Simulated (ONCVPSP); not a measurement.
u(r) = r·R(r): atom against pseudo-atom (iron)

Columns: radius, all-electron u(r) and pseudo u(r) of the 3s shell (level -112.05 eV) of iron in the configuration [Ne] 3s2 3p6 3d6; LDA (Perdew-Wang 92), scalar-relativistic, ONCV scheme, ONCVPSP 4.0.1.

```json
{"r (bohr)": "0.085", "all-electron": "-0.0955", "pseudo": "0.0803"}
{"r (bohr)": "0.170", "all-electron": "-0.6501", "pseudo": "0.1958"}
{"r (bohr)": "0.255", "all-electron": "-0.4447", "pseudo": "0.3640"}
{"r (bohr)": "0.340", "all-electron": "0.0785", "pseudo": "0.5764"}
{"r (bohr)": "0.425", "all-electron": "0.5878", "pseudo": "0.8023"}
{"r (bohr)": "0.510", "all-electron": "0.9539", "pseudo": "1.0018"}
{"r (bohr)": "0.595", "all-electron": "1.1599", "pseudo": "1.1419"}
{"r (bohr)": "0.680", "all-electron": "1.2347", "pseudo": "1.2065"}
{"r (bohr)": "0.765", "all-electron": "1.2169", "pseudo": "1.1982"}
{"r (bohr)": "0.850", "all-electron": "1.1420", "pseudo": "1.1337"}
{"r (bohr)": "0.935", "all-electron": "1.0363", "pseudo": "1.0337"}
{"r (bohr)": "1.020", "all-electron": "0.9180", "pseudo": "0.9174"}
{"r (bohr)": "1.105", "all-electron": "0.7988", "pseudo": "0.7987"}
{"r (bohr)": "1.190", "all-electron": "0.6858", "pseudo": "0.6856"}
{"r (bohr)": "1.275", "all-electron": "0.5825", "pseudo": "0.5824"}
{"r (bohr)": "1.360", "all-electron": "0.4906", "pseudo": "0.4905"}
{"r (bohr)": "1.445", "all-electron": "0.4104", "pseudo": "0.4103"}
{"r (bohr)": "1.530", "all-electron": "0.3414", "pseudo": "0.3413"}
{"r (bohr)": "1.615", "all-electron": "0.2825", "pseudo": "0.2825"}
{"r (bohr)": "1.700", "all-electron": "0.2329", "pseudo": "0.2328"}
{"r (bohr)": "1.785", "all-electron": "0.1913", "pseudo": "0.1913"}
{"r (bohr)": "1.870", "all-electron": "0.1567", "pseudo": "0.1567"}
{"r (bohr)": "1.955", "all-electron": "0.1280", "pseudo": "0.1280"}
{"r (bohr)": "2.040", "all-electron": "0.1043", "pseudo": "0.1043"}
{"r (bohr)": "2.125", "all-electron": "0.0848", "pseudo": "0.0848"}
{"r (bohr)": "2.210", "all-electron": "0.0688", "pseudo": "0.0688"}
```

How many radial nodes do the two functions have?

The all-electron 3s function has n − l − 1 = 2 (the table is too coarse to show those close to the nucleus); the pseudo-wave has 0, since the states of the same l below it are removed with the core.

At about which radius was the pseudo-wave matched?

1.15 bohr, where the columns begin to agree (steps of 0.09 bohr).

Where does each function peak?

Outermost all-electron maximum near 0.68 bohr, pseudo maximum near 0.68 bohr (to the table’s step).

Is the pseudo-wave norm-conserving?

Yes: the ONCV scheme keeps the norm inside the radius equal to the all-electron one, which fixes the energy derivative of the logarithmic derivative at the level.
